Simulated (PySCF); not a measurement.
C4H3ClF2.

```xyz
10

C      2.5326    -0.4293    -0.2967
C      1.3544    -0.5805    -0.0772
C     -0.0873    -0.7414     0.1544
F     -0.3575    -0.6425     1.4830
F     -0.4773    -1.9941    -0.2368
C     -0.9663     0.2395    -0.6192
Cl    -0.6027     1.9399    -0.2144
H      3.5825    -0.2975    -0.4841
H     -0.8127     0.0903    -1.6952
H     -2.0115     0.0273    -0.3578
```

The structure is a stationary point at B3LYP-D3(BJ)/def2-SVP. The structure was generated by enumeration, and PubChem lists no compound with its InChIKey, so it may never have been made. Other conformers were not sampled.

The numbers are results of HF/pcSseg-1 in PySCF, not measurements. Non-relativistic, no solvent.

### Question
Give the absolute GIAO shielding of each atom: isotropic value and principal components (ppm). (Estimate from the structure and the level; the computed values follow.)

### Answer

```json
[
 {"atom": "C1", "σ(iso)": "102.5", "σ11": "34.1", "σ22": "38.7", "σ33": "234.8", "span": "200.7"},
 {"atom": "C2", "σ(iso)": "117.7", "σ11": "20.3", "σ22": "21.9", "σ33": "310.8", "span": "290.5"},
 {"atom": "C3", "σ(iso)": "89.9", "σ11": "78.6", "σ22": "90.8", "σ33": "100.4", "span": "21.8"},
 {"atom": "F4", "σ(iso)": "322.6", "σ11": "224.4", "σ22": "355.9", "σ33": "387.4", "span": "162.9"},
 {"atom": "F5", "σ(iso)": "317.5", "σ11": "215.3", "σ22": "359.8", "σ33": "377.4", "span": "162.1"},
 {"atom": "C6", "σ(iso)": "141.3", "σ11": "121.0", "σ22": "142.5", "σ33": "160.4", "span": "39.4"},
 {"atom": "Cl7", "σ(iso)": "935.0", "σ11": "804.7", "σ22": "895.0", "σ33": "1105.4", "span": "300.7"},
 {"atom": "H8", "σ(iso)": "28.4", "σ11": "23.4", "σ22": "23.7", "σ33": "38.1", "span": "14.7"},
 {"atom": "H9", "σ(iso)": "28.3", "σ11": "23.0", "σ22": "27.7", "σ33": "34.2", "span": "11.2"},
 {"atom": "H10", "σ(iso)": "28.0", "σ11": "22.4", "σ22": "27.6", "σ33": "34.0", "span": "11.6"}
]
```
